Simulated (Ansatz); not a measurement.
Species: dimethylgermane, C2H8Ge, net charge 0, singlet state. SMILES: [CH3][GeH2][CH3]

Atoms: C1, Ge2, C3, H4, H5, H6, H7, H8, H9, H10, H11. Bonds: C1-Ge2, C1-H4, C1-H5, C1-H6, Ge2-C3, Ge2-H7, Ge2-H8, C3-H9, C3-H10, C3-H11.

Bond lengths (Å) and angles (degrees) optimised at HF/STO-3G with Ansatz (a quantum-chemistry and plane-wave program); HF/6-31G* with LANL2DZ past Ar with Ansatz; B3LYP/LANL2DZ with Ansatz, each started from the B3LYP-D3(BJ)/def2-TZVP structure (Ansatz) of the last column. A row stands for all coordinates that are equal there; 6 of 9 kinds are shown. 6-31G* holds six Cartesian d functions. No wavenumbers were computed at HF/STO-3G, B3LYP/LANL2DZ, so these may be saddle points.

| coordinate | HF/STO-3G | HF/6-31G* with LANL2DZ past Ar | B3LYP/LANL2DZ | B3LYP-D3(BJ)/def2-TZVP |
|---|---|---|---|---|
| C1-Ge2 | 1.910 | 1.971 | 1.974 | 1.967 |
| C1-H4 | 1.082 | 1.085 | 1.097 | 1.090 |
| Ge2-H7 | 1.436 | 1.541 | 1.552 | 1.545 |
| C1-Ge2-C3 | 109.9 | 111.2 | 111.2 | 110.3 |
| Ge2-C1-H4 | 111.5 | 110.8 | 110.8 | 110.7 |
| Ge2-C1-H5 | 111.6 | 110.6 | 110.6 | 110.2 |

Mean signed difference of all 10 bond lengths from B3LYP-D3(BJ)/def2-TZVP: HF/STO-3G -0.038 Å, HF/6-31G* with LANL2DZ past Ar -0.003 Å, B3LYP/LANL2DZ 0.007 Å.
